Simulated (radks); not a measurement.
Results of a calculation; reference values are marked as such.
Mean orbital radii <r> (bohr) of the barium ion Ba2+, [Xe], at several levels of relativity; Dirac values are averaged over j with weights 2j + 1. Spin-unpolarised spherical Kohn-Sham, LDA (Slater exchange, Perdew-Wang correlation), point nucleus unless stated (finite: rms radius 4.8378 fm), a radial shooting solver on a logarithmic mesh with Libxc functionals. A level marked "c x" has the speed of light scaled by that factor and shares open shells by 2j + 1; other Dirac levels either fill j = l - 1/2 first or share by 2j + 1.

| shell | non-rel. | scalar-rel. | scalar-rel., finite nucleus | Dirac, low j first | change of magnitude, last against first (%) |
|---|---|---|---|---|---|
| 1s | 0.02715 | 0.02560 | 0.02560 | 0.02560 | -5.71 |
| 2s | 0.1165 | 0.1098 | 0.1098 | 0.1094 | -6.10 |
| 2p | 0.09904 | 0.09622 | 0.09622 | 0.09596 | -3.10 |
| 3s | 0.3068 | 0.2924 | 0.2924 | 0.2920 | -4.81 |
| 3p | 0.2967 | 0.2903 | 0.2903 | 0.2898 | -2.33 |
| 3d | 0.2672 | 0.2667 | 0.2667 | 0.2668 | -0.16 |
| 4s | 0.7043 | 0.6742 | 0.6742 | 0.6742 | -4.28 |
| 4p | 0.7287 | 0.7159 | 0.7159 | 0.7154 | -1.81 |
| 4d | 0.7962 | 0.8008 | 0.8008 | 0.8011 | +0.62 |
| 5s | 1.696 | 1.628 | 1.628 | 1.629 | -3.98 |
| 5p | 1.912 | 1.893 | 1.892 | 1.892 | -1.03 |
